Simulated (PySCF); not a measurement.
I2Sb, charge +1, multiplicity 1. Atoms are numbered in the order given.

```xyz
3

Sb     0.0000     0.0000     1.1057
I      0.0000    -2.0597    -0.5320
I      0.0000     2.0597    -0.5320
```
Charge +1, spin multiplicity 1.

Geometry: PBE0-D3(BJ)/def2-SVP. The multiplicity is an assumed one; other spin states were not compared. The isomer is the one that the SMILES or the coordinates give; other isomers of the formula were not compared. The def2 effective core potentials stand for the cores of I, Sb; spin–orbit coupling is left out.

All values below come from CAM-B3LYP/def2-TZVPD (PySCF).

Mulliken values depend strongly on the basis, most of all with diffuse functions as here. ESP charges are fitted to the potential on shells at 1.4 to 2.0 van der Waals radii. Atomic charges (e):

```json
[
 {"atom": "Sb1", "ESP fit": "(withheld)", "Mulliken": "0.73"},
 {"atom": "I2", "ESP fit": "(withheld)", "Mulliken": "0.13"},
 {"atom": "I3", "ESP fit": "(withheld)", "Mulliken": "0.13"}
]
```

Task: Some entries are withheld; supply them. (Estimate from the structure and the level; the computed values follow.)

Result: 
- Sb1, ESP fit: 0.62
- I2, ESP fit: 0.19
- I3, ESP fit: 0.19
